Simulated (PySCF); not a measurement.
Isomers of C3F6, one GFN2-xTB conformer each. Single-point energies are computed at PBE0/pcSseg-1 (PySCF, gas phase, no added dispersion term), electronic only.

**Question.** Rank them by PBE0/pcSseg-1 energy, lowest first (kJ/mol).
A. `FC(F)=C(F)C(F)(F)F` (hexafluoropropylene)
B. hexafluorocyclopropane, `FC1(F)C(F)(F)C1(F)F`

**Answer.** A (0.0), B (108.0).

As drawn, the lower has a C=C bond outside aromatic rings, which the higher lacks; the higher has a three-membered ring, which the lower lacks. GFN2-xTB itself gives, in the same order: 0.0, 83.4. Both levels put the same isomer lowest.

**Question.** Which frontier levels, dipoles and rotational constants go with these structures?

**Answer.** 
```tsv
SMILES	HOMO (eV, PBE0/pcSseg-1)	LUMO (eV)	dipole (D)	A, B, C (MHz)
FC(F)=C(F)C(F)(F)F	-8.43	-0.62	1.04	2551, 1246, 979.4
FC1(F)C(F)(F)C1(F)F	-9.62	-0.57	0.00	1667, 1666, 1519
```
